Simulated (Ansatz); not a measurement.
`O[Si]1(O)[NH][Al]1[F]`, charge 0, multiplicity 1.

Problem. Give a relaxed structure at PBE0-D4/def2-TZVP (Ansatz). (Estimate.)

Solution. Computed: 
```xyz
9

O    -1.236    1.001    1.092
Si    0.045    0.469    0.207
O     1.313    1.193    0.943
N     0.238   -1.225   -0.096
Al    0.095   -0.662   -1.789
F     0.139   -1.421   -3.249
H    -2.105    0.730    0.793
H     1.089    1.900    1.552
H     0.421   -1.985    0.548
```
This is one stationary point; other conformers may exist.
